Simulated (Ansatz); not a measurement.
```yaml
crystal:
  periodic: [false, false, false]
  atoms:
    - {symbol: Ag, position_ang: [-1.308917, 3.358461, 0.429213]}
    - {symbol: Ag, position_ang: [0.136329, -0.825433, 0.324703]}
    - {symbol: Ag, position_ang: [0.083783, 1.860670, -1.960120]}
    - {symbol: Ag, position_ang: [1.251189, 4.643668, 0.445195]}
    - {symbol: Ag, position_ang: [-2.289435, 0.818296, -0.515601]}
    - {symbol: Ag, position_ang: [-0.475507, -0.791959, -2.318239]}
    - {symbol: Ag, position_ang: [-0.433573, 4.660843, -1.986252]}
    - {symbol: Ag, position_ang: [1.482888, 1.717767, 0.573092]}
    - {symbol: Ag, position_ang: [-0.953280, 1.156591, 2.190478]}
    - {symbol: S, position_ang: [0.471497, 3.210062, 2.284659]}
    - {symbol: S, position_ang: [1.781672, 0.129845, -1.344752]}
    - {symbol: S, position_ang: [-2.182656, 2.911845, -1.936847]}
    - {symbol: S, position_ang: [1.415245, 6.058822, -1.458642]}
    - {symbol: S, position_ang: [-2.088735, -0.808576, 1.300412]}
basis:
  gaussian: {orbitals: def2-mTZVP, fitting: {mean_field: def2-universal-jkfit}}
total_charge: -1
hamiltonian: {xc: {name: PBE0}, dispersion: d4}
scf: {omitted_lower_state_checks: [starts]}
```

```sh
$ ansatz run in.yaml --threads 2 --pin off --events-out ev --progress --plain --max-ram 22528MiB --backend cuda --devices 0, --max-vram 18GiB
```

Output, abridged:

```
Functional definition: PBE0
2935 factors; integrals over basis functions are off by at most 1.4e0 eV
mean field evaluation 1: about -90169.0520 eV, gradient 4.6e1 eV
mean field evaluation 2: about -90108.5049 eV, gradient 1.2e2 eV
mean field evaluation 4: about -90174.2040 eV, gradient 6.2e0 eV
mean field evaluation 8: about -90174.3231 eV, gradient 3.2e-1 eV
mean field evaluation 16: about -90174.3222 eV, gradient 2.2e-3 eV
mean field -90174.32219028 eV, -3313.8452181420 hartree, gradient 3.1e-5 eV, S^2 0.000000; 0 other end points of the search recorded, 0 dependent functions left out
reference -90174.32223970 eV, -3313.8452199580 hartree; 126, 126 occupied and 281, 281 virtual orbitals, 2935 factors
Total energy: -90176.24386929 eV, -3313.9158385429 hartree
Checks for a lower state left out: starts
```

Run time 3.7 s (2 threads of AMD EPYC 7R13 on a shared host and a share (18 GiB) of an NVIDIA H100 80GB HBM3), peak host memory 0.89 GiB.

In the def2 sets Ag takes a core potential; there is no spin–orbit coupling. The highest occupied level of an anion often lies above zero with these methods, and sets without diffuse functions describe the outer electron poorly. This restricted singlet of an open-shell metal wasn't tested against broken symmetry or higher spin.
